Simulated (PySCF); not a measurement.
## Two-photon absorption: `O=C([C@H](OC)F)O`, C3H5FO3

Molfile (atoms numbered from 1):
```
C3H5FO3
     RDKit          3D

 12 11  0  0  0  0  0  0  0  0999 V2000
   -1.7635    0.8821    0.0392 C   0  0  0  0  0  0  0  0  0  0  0  0
   -0.4779    0.5118    0.5151 O   0  0  0  0  0  0  0  0  0  0  0  0
    0.0901   -0.5326   -0.1580 C   0  0  2  0  0  0  0  0  0  0  0  0
   -0.6040   -1.7020    0.0663 F   0  0  0  0  0  0  0  0  0  0  0  0
    1.5351   -0.7013    0.3404 C   0  0  0  0  0  0  0  0  0  0  0  0
    1.9445   -1.6106    0.9938 O   0  0  0  0  0  0  0  0  0  0  0  0
    2.2721    0.3231   -0.0774 O   0  0  0  0  0  0  0  0  0  0  0  0
   -2.4735    0.0597    0.1554 H   0  0  0  0  0  0  0  0  0  0  0  0
   -2.0731    1.7266    0.6492 H   0  0  0  0  0  0  0  0  0  0  0  0
   -1.7142    1.1782   -1.0138 H   0  0  0  0  0  0  0  0  0  0  0  0
    0.0858   -0.3921   -1.2565 H   0  0  0  0  0  0  0  0  0  0  0  0
    3.1797    0.2566    0.2646 H   0  0  0  0  0  0  0  0  0  0  0  0
  1  2  1  0
  2  3  1  0
  3  4  1  0
  3  5  1  0
  5  6  2  0
  5  7  1  0
  1  8  1  0
  1  9  1  0
  1 10  1  0
  3 11  1  6
  7 12  1  0
M  END
```

Theory: TDDFT B3LYP/aug-cc-pVDZ excited states, vertical, gas phase (PySCF 2.14.0). Geometry: GFN2-xTB.

(1) Give the one- and two-photon strengths of the lowest singlets.

## Answers

(1) δ for parallel linear polarisation; σ at the peak of a Lorentzian of half width 0.1 eV, single beam; Ω is circular over linear.
| state | E (eV) | f | photon λ (nm) | δ (au) | σ (GM) | Ω | main |
| --- | --- | --- | --- | --- | --- | --- | --- |
| S1 | 5.66 | 0.000 | 438 | 0.47 | 0.01 | 1.14 | HOMO→LUMO 0.91 |
| S2 | 6.73 | 0.003 | 369 | 5 | 0.08 | 1.43 | HOMO−1→LUMO 0.97 |
| S3 | 6.84 | 0.044 | 363 | 134 | 2.29 | 0.69 | HOMO→LUMO+1 0.89 |
| S4 | 7.30 | 0.010 | 340 | 83.5 | 1.63 | 0.40 | HOMO−1→LUMO+1 0.82, HOMO−1→LUMO+2 0.10 |
| S5 | 7.38 | 0.001 | 336 | 235 | 4.69 | 0.30 | HOMO→LUMO+2 0.83 |

Among these, the strongest one-photon state is S3, the strongest two-photon state S5, with a dipole change of 12.2 D (relaxed, norm of the difference vector).
